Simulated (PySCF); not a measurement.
## HfF: one state, many levels of theory

State: ²Δ (doublet), unpaired electrons δ ↑. Set-up: basis Hf def2-TZVPPD with ECP60, F def2-TZVPPD; scalar-relativistic core potentials; PySCF 2.14. De refers to Hf (5d2 6s2) + F in their high-spin ground configurations, without counterpoise correction. The functionals are run spin-unrestricted. A positive dipole means Hf(−)F(+). Levels whose curve was spin-contaminated or gave no clean fit are not listed.

```csv
Level,Re (Å),ωe (cm⁻¹),De (eV),μ (D),"CPU s a point (SCF and correlation, without the integrals)"
ROHF,1.882,658,n/a,-1.88,1.4
ROHF-MP2,1.867,668,n/a,n/a,3.3
ROHF-SCS-MP2,1.874,661,n/a,n/a,n/a
ROHF-CCSD,1.874,664,6.71,n/a,n/a
ROHF-CCSD(T),1.875,662,6.89,n/a,250
PBE,1.865,659,n/a,-1.58,2.4
TPSS,1.869,663,n/a,-1.54,3.1
PBE0,1.858,673,n/a,-1.64,4.7
MN15,1.861,673,n/a,-1.78,4.6
BHandHLYP,1.866,670,n/a,-1.97,2.7
ωB97X,1.872,659,n/a,-1.86,5.2
B2PLYP,1.870,664,n/a,-1.87,4.2
```

The bond length runs from 1.858 Å (PBE0) to 1.882 Å (ROHF).

Correlated steps freeze 1 core orbital. De is left out where the level can put another filling of the metal’s s and d shells below the measured ground configuration, by anything from nothing to about 1 eV. Spin–orbit coupling is left out, which matters for elements this heavy, above all for dissociation energies. B2PLYP dipoles, levels and charges come from its SCF part alone. The state is the lowest single determinant that the PBE0 search found; with open d or f shells the true ground state can be another one.

The whole job (state search and all levels along the bond) took about 25 min on 2 threads of Arm Neoverse V1 (shared host), peak memory 4.7 GiB.
